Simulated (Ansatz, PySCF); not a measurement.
C₃H₇NSi, SMILES C=C=CN[SiH3]. Atoms are numbered in the order given.

```xyz
12

C      2.3281    -0.7914     0.5932
C      1.4703     0.1796     0.3848
C      0.6056     1.1535     0.1747
N     -0.7383     0.9802    -0.1766
Si    -1.4950    -0.5786    -0.3966
H      2.9388    -1.2033    -0.2207
H      2.4697    -1.2290     1.5901
H      0.9439     2.1917     0.2772
H     -1.2664     1.8336    -0.2991
H     -1.4483    -1.3944     0.8512
H     -2.9105    -0.2862    -0.7605
H     -0.8397    -1.3592    -1.4856
```

Geometry: ωB97X-D3(BJ)/def2-SVP. The structure was generated by enumeration, and PubChem lists no compound with its InChIKey, so it may never have been made. One conformer was computed; it need not be the lowest.

Two levels are set side by side: PBE-D3(BJ)/def2-SVP (Ansatz, a quantum-chemistry and plane-wave program) and ωB97X-D3(BJ)/def2-SVP (PySCF). Each level has its own optimised geometry; the coordinates shown are those of the second. Frequencies come from the Hessian of PySCF at each geometry. Differences are taken from unrounded values.

```tsv
quantity	ωB97X-D3(BJ)	PBE-D3(BJ)	PBE-D3(BJ) minus ωB97X-D3(BJ)
mean bond length (Å)	1.323	1.333	0.009
bond C1–C2 (Å)	1.312	1.319	0.006
bond C2–C3 (Å)	1.319	1.329	0.010
bond C3–N4 (Å)	1.400	1.400	0.000
bond N4–Si5 (Å)	1.747	1.760	0.013
bond C1–H6 (Å)	1.098	1.107	0.009
bond C1–H7 (Å)	1.098	1.107	0.009
bond C3–H8 (Å)	1.097	1.106	0.009
bond N4–H9 (Å)	1.011	1.019	0.008
bond Si5–H10 (Å)	1.492	1.505	0.013
bond Si5–H11 (Å)	1.491	1.502	0.012
bond Si5–H12 (Å)	1.492	1.505	0.013
highest harmonic wavenumber (cm⁻¹)	3697	3569	-128
mean harmonic wavenumber (cm⁻¹)	1306	1248	-58
zero-point energy (kcal/mol)	56.03	53.53	-2.50
```

Exact exchange shortens and stiffens bonds; PBE has none. Differences between two approximate levels are no errors against the true value.
